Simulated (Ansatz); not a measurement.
## What each rung costs, and what it gives

Saddle point of SiNH$_{9}$O$_{2}$, singlet (SiH₄O ([OH][SiH3]) + H₂O + NH₃ → SiNH₅ ([NH2][SiH3]) + H₂O + H₂O; bonds formed: O2–H8, H6–O9; dative contacts that become bonds: Si1–N7; bonds broken: Si1–O2, H6–N7, H8–O9), PBE0-D4/def2-TZVP structure:

Si1  (-0.854, 0.013, -1.010)
O2  (-0.716, -1.102, 0.633)
H3  (-0.311, -1.185, -1.698)
H4  (-0.925, 0.942, -2.221)
H5  (-2.275, 0.183, -0.583)
H6  (1.139, 0.350, 0.578)
N7  (0.464, 1.048, -0.202)
H8  (0.319, -0.968, 1.153)
O9  (1.428, -0.496, 1.452)
H10  (-1.452, -1.003, 1.241)
H11  (0.038, 1.776, 0.365)
H12  (1.000, 1.528, -0.918)
H13  (2.146, -1.085, 1.210)
(Å)

Barriers are electronic and count from the start structure reached by relaxing down the imaginary mode.

Computed with Ansatz 0.2.0 (basis: as named in each row); correlated methods freeze the cores. B3LYP uses VWN-RPA correlation. Extrapolation: Hartree–Fock as exp(−7.88 √X), correlation as X^−2.97.

Times are rough, for one single point on 8 threads of a shared host (Arm Neoverse V2).

The estimate by CCSD(T) at an estimated basis limit (MP2 extrapolated from triple and quadruple zeta, plus CCSD(T) − MP2 in triple zeta) is 29.45 kcal/mol.

| method | basis | time (s) | barrier (kcal/mol) | method less estimate |
| --- | --- | --- | --- | --- |
| HF | STO-3G | under 1 | 16.17 | -13.27 |
| PBE-D4 | STO-3G | under 1 | -26.86 | -56.30 |
| SPW92 | def2-SVP | under 1 | 9.66 | -19.78 |
| B3LYP-D4 | 6-31G | under 1 | 13.54 | -15.91 |
| PBE-D4 | def2-SVP | under 1 | 18.34 | -11.11 |
| PBE0-D4 | def2-SVP | under 1 | 22.06 | -7.39 |
| SPW92 | def2-TZVPP | 1 | 12.64 | -16.81 |
| PBE-D4 | def2-TZVPP | 1 | 21.22 | -8.23 |
| PBE0-D4 | def2-TZVPP | 1 | 24.72 | -4.73 |
| BHLYP-D4 | def2-TZVPP | 2 | 31.55 | 2.11 |
| BLYP-D4 | def2-TZVPP | 2 | 24.71 | -4.74 |
| B3LYP-D4 | def2-TZVPP | 2 | 27.08 | -2.36 |
| wB97M-V | def2-SVP | 2 | 25.23 | -4.22 |
| CAM-B3LYP-D4 | def2-TZVPP | 2 | 26.90 | -2.54 |
| CCSD(T) | def2-SVP | 2 | 29.43 | -0.02 |
| r2SCAN0-D4 | def2-TZVPP | 2 | 26.41 | -3.03 |
| r2SCAN-D4 | def2-TZVPP | 3 | 24.01 | -5.44 |
| B2PLYP | def2-TZVPP | 3 | 28.35 | -1.09 |
| PBE-QIDH | def2-TZVPP | 3 | 27.32 | -2.12 |
| wB97M-V | def2-TZVPP | 3 | 28.37 | -1.08 |
| wB97X-V | def2-TZVPP | 4 | 27.93 | -1.52 |
| RPA on PBE | def2-TZVPP | 4 | 28.98 | -0.47 |
| B97M-V | def2-TZVPP | 4 | 30.72 | 1.27 |
| MP2 | def2-QZVPP | 14 | 27.67 | -1.78 |
| CCSD(T) | def2-TZVPP | 80 | 29.43 | -0.02 |

All methods are single points on the PBE0-D4 structures; a negative value means that the method puts the saddle structure below the start.

T1 diagnostic: at most 0.011.

Labels in which every atom is bracketed show which atoms are joined, not bond orders.
